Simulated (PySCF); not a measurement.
A geometry optimisation, step by step.

Fluorobenzene, C₆H₅F.
Atom-mapped SMILES: `[F:1][c:2]1[cH:3][cH:4][cH:5][cH:6][cH:7]1` (hydrogens: H8 on C3; H9 on C4; H10 on C5; H11 on C6; H12 on C7)

Method: CAM-B3LYP/def2-SV(P) geometry optimisation, gas phase (PySCF); density fitting, grid level 1; the optimiser is geomeTRIC in internal coordinates, started from a GFN2-xTB structure. The frame can shift and turn from step to step; on so coarse a grid that alone can change the energy by a few meV, and forces under 0.02 eV/Å are noise.

Step 0: E = -9008.8869 eV, largest atomic force 0.840 eV/Å
```
atom  x, y, z in Å  |  force x, y, z in eV/Å
F1     -2.255   -1.465    0.012    0.463   0.299  -0.002
C2     -1.123   -0.729    0.004   -0.706  -0.455   0.003
C3      0.098   -1.380   -0.019   -0.155   0.102   0.004
C4      1.253   -0.618   -0.026   -0.067   0.054   0.002
C5      1.178    0.765   -0.009    0.076   0.049   0.002
C6     -0.055    1.396    0.014    0.024  -0.088  -0.005
C7     -1.221    0.650    0.021    0.026  -0.179   0.003
H8      0.131   -2.458   -0.030   -0.036  -0.499  -0.007
H9      2.215   -1.108   -0.045    0.452  -0.232  -0.008
H10     2.083    1.353   -0.014    0.422   0.275  -0.005
H11    -0.111    2.474    0.027   -0.031   0.504   0.007
H12    -2.192    1.118    0.040   -0.467   0.169   0.006
```

Step 1: E = -9008.9183 eV, largest atomic force 0.140 eV/Å
```
atom  x, y, z in Å  |  force x, y, z in eV/Å
F1     -2.232   -1.308   -0.102   -0.103  -0.065   0.000
C2     -1.115   -0.580   -0.112    0.119   0.075   0.002
C3      0.113   -1.227   -0.137   -0.027  -0.083  -0.001
C4      1.276   -0.461   -0.146    0.078  -0.038  -0.001
C5      1.205    0.930   -0.129    0.047   0.031  -0.001
C6     -0.038    1.558   -0.105   -0.004   0.088   0.002
C7     -1.210    0.805   -0.096   -0.085   0.008   0.000
H8      0.140   -2.320   -0.149    0.002   0.041   0.001
H9      2.250   -0.961   -0.165   -0.038   0.017   0.000
H10     2.122    1.527   -0.136   -0.025  -0.016   0.000
H11    -0.101    2.651   -0.092   -0.001  -0.042  -0.001
H12    -2.198    1.273   -0.076    0.037  -0.016   0.000
```

Step 2: E = -9008.9186 eV, largest atomic force 0.046 eV/Å
```
atom  x, y, z in Å  |  force x, y, z in eV/Å
F1     -2.232   -1.309   -0.102   -0.035  -0.007   0.001
C2     -1.114   -0.579   -0.111    0.044   0.011  -0.001
C3      0.114   -1.228   -0.136   -0.007   0.007   0.000
C4      1.277   -0.462   -0.146   -0.014   0.008   0.000
C5      1.205    0.930   -0.130    0.021   0.015  -0.001
C6     -0.039    1.560   -0.105    0.004  -0.022   0.000
C7     -1.210    0.806   -0.095   -0.015  -0.013   0.000
H8      0.140   -2.320   -0.149   -0.001   0.002   0.000
H9      2.250   -0.961   -0.165   -0.001   0.003   0.000
H10     2.120    1.527   -0.137    0.002   0.001  -0.001
H11    -0.101    2.651   -0.092    0.001  -0.003   0.000
H12    -2.198    1.272   -0.076    0.000  -0.002   0.000
```

Step 3: E = -9008.9185 eV, largest atomic force 0.084 eV/Å
```
atom  x, y, z in Å  |  force x, y, z in eV/Å
F1     -2.235   -1.309   -0.101    0.036   0.004   0.001
C2     -1.114   -0.580   -0.111   -0.020   0.002  -0.001
C3      0.114   -1.228   -0.136   -0.010   0.026   0.001
C4      1.277   -0.460   -0.146    0.005   0.004   0.000
C5      1.207    0.932   -0.130   -0.070  -0.048   0.001
C6     -0.039    1.558   -0.105    0.000   0.020   0.000
C7     -1.211    0.804   -0.095    0.049  -0.015   0.000
H8      0.142   -2.319   -0.148    0.004  -0.015   0.000
H9      2.249   -0.959   -0.166    0.016  -0.012  -0.001
H10     2.122    1.529   -0.138    0.003   0.003   0.000
H11    -0.102    2.649   -0.093   -0.003   0.021   0.000
H12    -2.198    1.271   -0.075   -0.010   0.008   0.001
```

Step 4: E = -9008.9187 eV, largest atomic force 0.025 eV/Å
```
atom  x, y, z in Å  |  force x, y, z in eV/Å
F1     -2.234   -1.309   -0.102    0.004  -0.002   0.001
C2     -1.114   -0.580   -0.111    0.011   0.008  -0.001
C3      0.114   -1.228   -0.136   -0.008   0.008   0.000
C4      1.277   -0.461   -0.146   -0.003   0.003   0.000
C5      1.206    0.931   -0.130   -0.021  -0.014   0.000
C6     -0.039    1.559   -0.105    0.000   0.002   0.000
C7     -1.211    0.805   -0.095    0.012  -0.007   0.000
H8      0.141   -2.319   -0.148    0.002  -0.005   0.000
H9      2.250   -0.960   -0.165    0.005  -0.004  -0.001
H10     2.121    1.528   -0.137    0.001   0.001  -0.001
H11    -0.101    2.650   -0.092   -0.001   0.007   0.000
H12    -2.198    1.272   -0.076   -0.003   0.003   0.001
```

Question: Summarise the path.

Answer: The energy falls by 0.73 kcal/mol from step 0 to step 4; nine tenths of that is first reached at step 1. It never rises by more than 0.2 meV. The largest force goes from 0.840 to 0.025 eV/Å. Among the bonds F1–C2 changes most, from 1.351 to 1.336 Å; the atoms move by 0.016 Å rms after alignment.

Question: Follow the three bonds and two angles with the largest change from start to end.

Answer: 
```csv
step,E above end (kcal/mol),largest force (eV/Å),F1–C2 (Å),C4–H9 (Å),C6–H11 (Å),C2–C3–H8 (°),C2–C7–H12 (°)
0,0.73,0.840,1.351,1.080,1.080,119.8,119.8
1,0.01,0.140,1.333,1.094,1.094,119.2,119.2
2,0.00,0.046,1.335,1.093,1.093,119.3,119.3
3,0.00,0.084,1.337,1.093,1.093,119.3,119.3
4,0.00,0.025,1.336,1.093,1.093,119.3,119.3
```

What follows is the cost of the whole optimisation. Hardware: Intel Xeon at 2.70 GHz, one thread (shared host). Cost: 44 s wall, 0.52 GiB resident at most.
